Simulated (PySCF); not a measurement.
# One molecule, several mistakes: CH6OSi2

All numbers below are calculated, not measured. They come from PySCF 2.14.0, an open-source quantum chemistry program, on an isolated molecule that a program drew, which may never have been made. The molecule is CH6OSi2 (charge 0, singlet), drawn as the SMILES string `O[SiH2]C=[SiH2]`.

Each row is a Hartree-Fock (HF) and frozen-core CCSD(T) single point in the cc-pV(D+d)Z basis, meant for a local HF minimum. Run 1 is clean. Each other run has one planted mistake out of seven kinds, and not every kind appears here: one electron removed, one electron added, multiplicity raised by two, geometry at a saddle point, minimal basis STO-3G, one bond length entered in bohr, all coordinates scaled. The reference is restricted for singlets and unrestricted otherwise, and also for a bond in bohr. Adding or removing an electron swaps singlet and doublet. Electrons count all cores. HOMO and LUMO are orbital energies over both spins, the gradient is its largest component, and the lowest frequency (negative if imaginary) is given only where the gradient is small. Bond lengths are over the 9 bonds as drawn. T1 is the CCSD diagnostic: over 0.02 (restricted) or 0.045 (unrestricted) a single reference is doubtful.

Geometry of the clean run:
```xyz
10
CH6OSi2, angstrom
O    -1.1317   -2.6565    0.4870
Si    0.4495   -2.2347    0.2175
C     0.6024   -0.4524    0.6394
Si   -0.6504    0.5481    1.1918
H    -1.4010   -3.5445    0.3101
H     0.8102   -2.5064   -1.1976
H     1.3471   -3.0816    1.0442
H     1.5834    0.0050    0.5258
H    -0.4402    1.9720    1.5085
H    -2.0354    0.1121    1.4062
```

| run | electrons | basis functions | <S^2> | HOMO (eV) | LUMO (eV) | gradient (hartree/bohr) | lowest frequency (cm^-1) | mean bond (Å) | longest bond (Å) | T1 | HF (hartree) | CCSD(T) (hartree) | mistake |
|---|---|---|---|---|---|---|---|---|---|---|---|---|---|
| 1 | 48 | 104 | 0.000 | -8.70 | 2.01 | 2.8e-05 | 75 | 1.4597 | 1.838 | 0.0140 | -694.09615 | -694.68351 | no fault |
| 2 | 48 | 104 | 1.052 | -8.29 | 2.03 | 2.8e-02 | - | 1.5673 | 2.057 | 0.0616 | -693.97059 | -694.54785 | one bond length entered in bohr |
| 3 | 48 | 104 | 0.000 | -8.75 | 2.07 | 1.2e-02 | - | 1.4437 | 1.818 | 0.0137 | -694.09485 | -694.68003 | all coordinates scaled |
| 4 | 49 | 104 | 0.768 | 0.53 | 8.35 | 5.8e-02 | - | 1.4597 | 1.838 | 0.0133 | -694.04861 | -694.64484 | one electron added |
| 5 | 48 | 34 | 0.000 | -5.71 | 7.32 | 5.5e-02 | - | 1.4597 | 1.838 | 0.0145 | -685.86305 | -686.10945 | ? |

**Which mistake was planted in run 5, and what did it cost?**

It has 34 basis functions where the clean run has 104, with the same electrons and geometry. So the mistake is: minimal basis STO-3G. Subtracting run 1 and multiplying by 627.51 kcal/mol a hartree, the energy moved by 5166.3 kcal/mol in HF and 5380.3 kcal/mol in CCSD(T).

Cautions from the logs. Run 2: T1 is over the limit, so its CCSD(T) energy is less reliable; run 4: the HOMO is above zero, so the electron isn't bound and the energy depends on the basis.
